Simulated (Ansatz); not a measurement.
Reactions of CHBr₂I, SMILES `BrC(Br)I`.

Computed with Ansatz on PBE0-D4/def2-TZVP structures; ΔE is electronic, products minus reactants. CCSD(T)/CBS adds triple-zeta CCSD(T) − MP2 to the extrapolated MP2 energy (def2 sets, frozen cores). This one scheme is used for every species, atoms too. Functionals use def2-TZVPP. B3LYP here is the variant with VWN-RPA as its local correlation; programs differ in this. Open shells (•) are unrestricted, without spin–orbit coupling. Spin–orbit coupling would lower the free atoms: a little for C; clearly for Br; strongly for I. Elements past krypton have def2 core potentials. Bonds to Br, I are less sure, by a few kJ/mol each and by 10 to 20 or more in all where they break to atoms, as the def2 sets lack core-valence functions. Scalar relativity is left out up to krypton.

| reaction | B3LYP-D4 (kcal/mol) | B2PLYP (kcal/mol) | PBE0-D4 (kcal/mol) |
| --- | --- | --- | --- |
| `BrC(Br)I` + HI → `BrC(I)I` + HBr | -2.3 | -2.2 | -2.0 |
| `BrC(Br)I` → Br• + `Br[CH]I`• | 59.7 | 60.2 | 62.4 |
| `BrC(Br)I` + H–F → `FC(Br)Br` + HI | 1.9 | 2.3 | 2.2 |
| `BrC(Br)I` + H–F → `FC(Br)I` + HBr | 0.9 | 1.5 | 1.6 |
| `BrC(Br)I` → `Br[CH]Br`• + I• | 48.8 | 49.0 | 50.8 |
| `BrC(Br)I` + HCl → `ClC(Br)Br` + HI | 3.2 | 3.2 | 2.7 |
| `BrC(Br)I` → 2 Br• + C• + H• + I• | 291.7 | 289.1 | 302.0 |

**Question.** Give the CCSD(T)/CBS values in the same order. (Estimate.)

**Answer.** Ansatz gave: -3.7, 67.3, 7.2, 5.3, 57.1, 5.0, 302.4 kcal/mol.

Largest T1 diagnostic: 0.014, for `Br[CH]I`•.
